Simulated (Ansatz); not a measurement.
Cartesian coordinates in Å:
```
C -2.752 1.162 0.437
C -1.717 0.744 -0.035
Si -0.155 0.057 -0.687
C 0.915 -0.531 0.703
Cl 0.802 1.543 -1.733
H -0.491 -1.017 -1.648
H 0.400 -1.314 1.265
H 1.853 -0.937 0.316
H 1.145 0.292 1.383
```

Total charge 0; spin multiplicity 2.

**Question.** List the ωB97M-V/def2-TZVPP orbital energies in eV (Ansatz 0.2.0). (Best estimate.)

**Answer.** The calculation gave: α occupied: -2771.91, -1808.33, -283.50, -281.85, -281.44, -262.32, -199.78, -199.66, -199.66, -149.28, -103.45, -103.40, -103.35, -25.94, -24.45, -22.83, -18.40, -15.19, -14.62, -14.19, -13.20, -13.12, -12.97, -11.63, -11.53, -11.24, -10.99. α empty: 1.29, 1.55, 2.84, 3.32, 3.57, 3.75, 4.27, 4.49. β occupied: -2771.91, -1808.33, -282.97, -281.83, -281.44, -262.32, -199.78, -199.66, -199.66, -149.28, -103.44, -103.39, -103.35, -25.94, -23.87, -22.80, -18.22, -14.99, -14.63, -13.80, -13.13, -12.96, -11.65, -11.38, -10.81, -10.67. β empty: -3.06, 1.68, 1.94, 2.92, 3.38, 3.60, 3.82, 4.28. ⟨S²⟩ = 0.777.
